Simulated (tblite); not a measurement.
C8H7F2P.
Z-matrix (Å and degrees, GFN2-xTB geometry), rows numbered from 1:
```
C 
C   1  1.4873
F   2  1.3582  1  111.94
P   2  1.6823  1  133.35  3   177.35
C   4  1.8347  2  100.18  1     4.53
C   5  1.3926  4  121.00  2    64.43
C   6  1.3818  5  120.55  4   176.49
C   7  1.3840  6  118.71  5    -0.53
F   8  1.3483  7  118.98  6  -179.97
C   8  1.3832  7  121.99  6    -0.27
C  10  1.3825  8  118.63  7    -0.01
H   1  1.0913  2  110.46  3    71.74
H   1  1.0857  2  111.05  3  -167.03
H   1  1.0906  2  109.04  3   -46.09
H   6  1.0807  5  119.67  4    -3.40
H   7  1.0786  6  121.51  5   179.87
H  10  1.0785  8  119.81  7  -179.57
H  11  1.0803  5  119.52  4     3.80
```

All values are computed: GFN2-xTB (tblite) harmonic vibrations without scaling, gas phase. This tight-binding method is rough: wavenumbers can miss measured ones by several per cent, in bad cases by 10 to 20. One conformer, not necessarily the lowest.

Harmonic wavenumbers (cm⁻¹): 35.2, 65.8, 82.3, 124.8, 169.5, 242.8, 272.5, 322.9, 371.1, 371.6, 386.0, 390.3, 419.3, 490.6, 601.8, 617.0, 665.0, 737.2, 806.0, 826.1, 867.1, 908.7, 921.6, 964.7, 1000.0, 1005.5, 1109.4, 1116.3, 1154.3, 1166.1, 1231.8, 1254.8, 1312.2, 1314.5, 1387.0, 1394.4, 1447.2, 1462.7, 1465.5, 1575.2, 1586.2, 2981.4, 3006.6, 3059.6, 3075.5, 3079.6, 3107.6, 3109.3.

A = 2596, B = 465.6, C = 431.5 MHz; mass 172.025 u (most abundant isotopes); point group C1, symmetry number 1.

**Question.** Zero-point energy?

**Answer.** Half the sum of the wavenumbers: 27531 cm⁻¹ = 329.35 kJ/mol.

**Question.** Give the ideal-gas entropy at 273.15 K and 1 bar in the rigid-rotor, harmonic-oscillator model (classical rotation).

**Answer.** Translation 171.23, rotation 127.78, vibration 124.24: S = 423.3 J/(mol K).

**Question.** And Cp and H(273.15 K) − H(0)?

**Answer.** Cp = 162.11 J/(mol K), of which vibrations give 128.86 (their classical limit is 48 R = 399.1); H(273.15 K) − H(0) = 26.88 kJ/mol without the zero-point energy, 17.80 from vibrations.

**Question.** How do the functions run with temperature in this model?

**Answer.** 
```json
{"T (K)": "100", "S (J/(mol K))": "306.9", "Cp (J/(mol K))": "81.4", "H − H(0) (kJ/mol)": "5.68", "G − H(0) (kJ/mol)": "-25.01", "ln q(vib)": "2.13"}
{"T (K)": "200", "S (J/(mol K))": "378.1", "Cp (J/(mol K))": "129.0", "H − H(0) (kJ/mol)": "16.23", "G − H(0) (kJ/mol)": "-59.39", "ln q(vib)": "5.00"}
{"T (K)": "300", "S (J/(mol K))": "439.0", "Cp (J/(mol K))": "174.0", "H − H(0) (kJ/mol)": "31.40", "G − H(0) (kJ/mol)": "-100.30", "ln q(vib)": "7.87"}
{"T (K)": "500", "S (J/(mol K))": "546.6", "Cp (J/(mol K))": "249.1", "H − H(0) (kJ/mol)": "74.16", "G − H(0) (kJ/mol)": "-199.13", "ln q(vib)": "13.52"}
{"T (K)": "800", "S (J/(mol K))": "679.8", "Cp (J/(mol K))": "316.1", "H − H(0) (kJ/mol)": "160.00", "G − H(0) (kJ/mol)": "-383.87", "ln q(vib)": "21.45"}
{"T (K)": "1000", "S (J/(mol K))": "753.5", "Cp (J/(mol K))": "343.1", "H − H(0) (kJ/mol)": "226.09", "G − H(0) (kJ/mol)": "-527.38", "ln q(vib)": "26.28"}
```

q(vib) and H(0) count from the zero-point level.

**Question.** Blend soft modes into free rotors: weight 1/[1 + (100 cm⁻¹/ν̃)⁴] for the oscillator and the rest for a rotor with moment μB/(μ + B), μ = h/(8π²ν), B = 10⁻⁴⁴ kg m². What vibrational entropy results?

**Answer.** 112.41 J/(mol K) in place of 124.24, which changes −T·S at 273.15 K by +3.23 kJ/mol.

**Question.** What must be added to the electronic energy to get the Gibbs energy at 273.15 K and 1 bar?

**Answer.** ZPE + [H(273.15 K) − H(0)] − T·S = 329.35 + 26.88 − 115.61 = 240.62 kJ/mol.

Hindered rotation and anharmonicity are outside this model. Other conformers, if any are populated, would add a mixing term that is left out. The structure is chiral; the term R ln 2 for an equal mix with its mirror image is left out.
